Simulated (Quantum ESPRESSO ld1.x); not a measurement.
Results of a calculation; reference values are marked as such.
All-electron atom: Re+ in [Xe] 4f14 5d5 6s1. Level of theory: Dirac Kohn-Sham, BLYP, spin-unpolarised, spherical densities, point nucleus; open shells fill j = l - 1/2 first (ld1.x of Quantum ESPRESSO 7.5).

Unscreened Slater integrals over Kohn-Sham orbitals (eV). Large and small components are both included.

integral           value
F0(5d5/2,5d5/2)   13.024
F2(5d5/2,5d5/2)   6.5841
F4(5d5/2,5d5/2)   4.2867
F0(5d5/2,6s1/2)   9.8200
G2(5d5/2,6s1/2)   2.9001
F0(5d5/2,5d3/2)   13.271
F2(5d5/2,5d3/2)   6.7118
G2(5d5/2,5d3/2)   6.7046
G4(5d5/2,5d3/2)   4.3693
F0(5d5/2,4f7/2)   17.182
F2(5d5/2,4f7/2)   3.7002
F4(5d5/2,4f7/2)   1.6939
G1(5d5/2,4f7/2)   1.3336
G3(5d5/2,4f7/2)   1.1759
G5(5d5/2,4f7/2)  0.91968
F0(6s1/2,6s1/2)   8.5050
F0(6s1/2,5d3/2)   9.9093
G2(6s1/2,5d3/2)   2.7172
F0(6s1/2,4f7/2)   11.172
G3(6s1/2,4f7/2)  0.31692
F0(5d3/2,5d3/2)   13.533
F2(5d3/2,5d3/2)   6.8591
F0(5d3/2,4f7/2)   17.778
F2(5d3/2,4f7/2)   3.9807
G3(5d3/2,4f7/2)   1.2993
G5(5d3/2,4f7/2)   1.0131
F0(4f7/2,4f7/2)   42.834
F2(4f7/2,4f7/2)   20.804
F4(4f7/2,4f7/2)   13.146
F6(4f7/2,4f7/2)   9.4848
